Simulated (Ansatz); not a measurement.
The cluster Cu2S⁺. The state is a quartet with charge 1. Geometry PBE0-D4/def2-TZVP; atoms count from 1.

Cartesian coordinates in Å:
```
Cu -1.823 -0.016 0.344
Cu 1.816 -0.672 0.156
S 0.007 0.689 -0.500
```

At PBE0-D4/def2-TZVP a doublet of charge 1 lies 2.93 eV below the quartet, each at its own geometry. The structure comes from a short search, and lower isomers may exist.

Q: Estimate the Mulliken populations from the PBE0/def2-TZVP orbitals of Ansatz.

A: 
```
atom  charge (e)  spin (α − β)  d electrons
 Cu1        0.58          0.10         9.84
 Cu2        0.35          1.63         9.34
  S3        0.07          1.27            –
```
Mulliken values and Mayer orders depend strongly on the basis.

Q: Where does the spin sit?

A: Summed by element: Cu 1.73, S 1.27, of 3 unpaired in all. Largest on single atoms: Cu2 1.63, S3 1.27, Cu1 0.10.

Q: And the Mayer bond orders between bonded heavy atoms (over 0.3)?

A: Cu1–S3 1.02 (2.13 Å); Cu2–S3 0.73 (2.36 Å).
